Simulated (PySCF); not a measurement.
**Spinor energies of Ru²⁺ (ruthenium, charge +2)**

Start: [Kr] 4d5 5s1; 4d5/2 filled at m_j = -3/2, -1/2, +1/2, +3/2, +5/2; 5s1/2 filled at m_j = +1/2. Calculated with PySCF 2.14 in x2c-TZVPall-2c (8s9p7d1f, 77 functions): generalised Hartree-Fock with the X2C-1e Hamiltonian and a Gaussian nucleus; one run each with spin-orbit coupling (SO) switched off, then screened by Boettger's factors. This is a chosen level, not necessarily the ground level.

```csv
spinor shell,electrons,"ε, spin-free (eV)","ε, screened SO (eV)",weight of nominal j (screened SO),"rms radius, screened SO (bohr)"
1s1/2,2,-22260.3,-22258.9,1.000,0.0384
2s1/2,2,-3302.4,-3302.0,1.000,0.158
2p1/2,2,-2953.6,-3044.0,1.000,0.137
2p3/2,4,-2953.6,-2911.4,1.000,0.142
3s1/2,2,-636.96,-636.86,1.000,0.428
3p1/2,2,-519.26,-535.22,1.000,0.425
3p3/2,4,-519.26,-511.79,1.000,0.435
3d3/2,4,-330.10,-332.97,0.958,0.417
3d5/2,6,-330.10,-328.09,0.972,0.420
4s1/2,2,-118.59,-118.57,1.000,1.08
4p1/2,2,-82.511,-89.042,0.661,1.19
4p3/2,4,-82.511,-79.319,0.830,1.20
4d5/2,5,-36.508,-36.501,0.572,1.57
5s1/2,1,-24.079,-24.077,1.000,2.92
```

| quantity | spin-free | screened SO |
| --- | --- | --- |
| E (hartree) | -4526.79590 | -4527.43901 |
| M_J | 3 | 3 |
| ⟨J²⟩ | 12.001 | 12.001 |
| ⟨L²⟩ | 0.000 | 0.022 |
| ⟨S²⟩ | 12.001 | 11.977 |

Each row is a mean over spinors that exchange with the open shell spreads, by up to 11.097 eV (4p3/2).

Rows whose weight is well below 1 are mixtures of j = l ± 1/2: exchange outweighs spin-orbit coupling there, and the label is only the starting occupation.

Breit and QED terms are absent; they matter most for the inner s and p1/2 levels.

Densities and radii are taken from the X2C orbitals without a picture-change correction, which distorts them close to the nucleus.

Without spin-orbit coupling the j labels of p, d and f shells carry no meaning; the spin-free column gives the mean over the occupied spinors of each nl shell.
